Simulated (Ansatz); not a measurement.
Relaxation of CH4BClO (8 atoms, charge 0, multiplicity 1), to a largest force component of 0.02 eV/Å in at most 40 steps.

Theory: RKS BLYP-D4/6-31G (Ansatz 0.2.0).

```xyz
8
Properties=species:S:1:pos:R:3
B 0.000 0.000 0.000
Cl 0.000 0.000 1.860
C 1.386 0.000 -0.800
H 1.715 -1.046 -0.970
H 1.249 0.508 -1.777
H 2.155 0.538 -0.208
O -1.221 0.000 -0.705
H -1.731 -0.847 -0.496
```

Where does it end, and by what steps?

The forces met the threshold. The force dipped under the threshold on the way, but the program's further checks kept it going. Limits of this set-up: no polarisation functions. After 10 steps the energy has fallen by 0.539 eV; H8 moved furthest, 0.67 Å.

| step | energy less start (eV) | largest force component (eV/Å) | accepted |
| --- | --- | --- | --- |
| 0 | 0.0000 | 1.480 | yes |
| 1 | -0.2084 | 1.896 | yes |
| 2 | -0.3607 | 1.968 | yes |
| 3 | -0.4490 | 1.374 | yes |
| 4 | -0.5193 | 0.619 | yes |
| 5 | -0.5279 | 0.405 | yes |
| 6 | -0.5379 | 0.046 | yes |
| 7 | -0.5388 | 0.008 | yes |
| 8 | -0.5389 | 0.111 | yes |
| 9 | -0.5392 | 0.054 | yes |
| 10 | -0.5394 | 0.002 | yes |

```xyz
8
Properties=species:S:1:pos:R:3
B 0.036 -0.176 -0.087
Cl -0.018 -0.468 1.758
C 1.405 0.019 -0.807
H 2.045 -0.874 -0.683
H 1.269 0.206 -1.884
H 1.967 0.864 -0.369
O -1.158 -0.143 -0.767
H -1.993 -0.275 -0.258
```

Run time: 22 s on 1 thread of Arm Neoverse V2, on a shared host, peak memory 0.13 GiB.
